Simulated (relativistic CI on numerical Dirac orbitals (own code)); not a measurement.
# Co³⁺ in a cubic cluster: 2p photoemission with charge transfer

Computed with a charge-transfer multiplet model of a cubic metal-ligand cluster with up to 3 ligand holes, Slater and spin-orbit integrals from Dirac-Coulomb-Breit ions, Slater integrals scaled by 0.9. The parameters are those of a tetrahedral site (10Dq negative, t2 hopping the larger). The ground state mixes d6 with configurations of k ligand holes L, whose averages lie at kΔ + k(k − 1)U_dd/2; a core hole lowers each added d electron by U_cd. 300 K, Lorentzian 0.6 eV and Gaussian 0.8 eV FWHM.

Atomic integrals in eV (Slater integrals scaled, ζ unscaled), ground: F2dd 11.345, F4dd 7.087, zeta_d 0.071; with the core hole: F2dd 12.888, F4dd 8.096, zeta_d 0.102, zeta_core 9.658, F2cd 7.721, G1cd 5.944, G3cd 3.382.

Cluster parameters (eV): Δ = 2.6, U_dd = 7.4, U_cd = 9.4, 10Dq = -0.45, 10Dq(ligand) = 0, final-state hopping factor = 1.

```csv
Case,n_d,d6,d7L,d8L2,d9L3,S
"V(eg) = 1 eV, V(t2g) = -1.7 eV",6.25,0.76,0.23,0.01,0.00,2.00
"V(eg) = 1.6 eV, V(t2g) = -2.72 eV",6.42,0.62,0.35,0.03,0.00,2.00
"V(eg) = 1.9 eV, V(t2g) = -3.23 eV",6.49,0.56,0.39,0.05,0.00,2.00
```

Weights, n_d and S are thermal averages at 300 K. Binding energies count from the first peak over 30 % of the highest in each spectrum, which can be another peak from case to case. The parameters are a model scan and need not match a compound or its usual spin state. Peaks in eV (height, largest 100):
- V(eg) = 1 eV, V(t2g) = -1.7 eV: 0.0 (100), 1.2 (82), 8.0 (80), 11.6 (58), 16.9 (63), 23.2 (42), 26.5 (35), 29.0 (17)
- V(eg) = 1.6 eV, V(t2g) = -2.72 eV: 0.0 (100), 8.8 (39), 16.1 (55), 25.5 (22), 28.6 (8)
- V(eg) = 1.9 eV, V(t2g) = -3.23 eV: 0.0 (100), 10.1 (33), 16.1 (48), 22.9 (6), 26.6 (17)

For the case V(eg) = 1.6 eV, V(t2g) = -2.72 eV, Δ = 2.6 eV is smaller than U_dd = 7.4 eV, the charge-transfer side of the Zaanen-Sawatzky-Allen scheme. With the core hole the average of the configuration with one ligand hole lies at Δ − U_cd = -6.8 eV before mixing: it lies below the unscreened one, so the lowest final states are mostly screened and the unscreened weight appears at higher binding energy as a satellite.
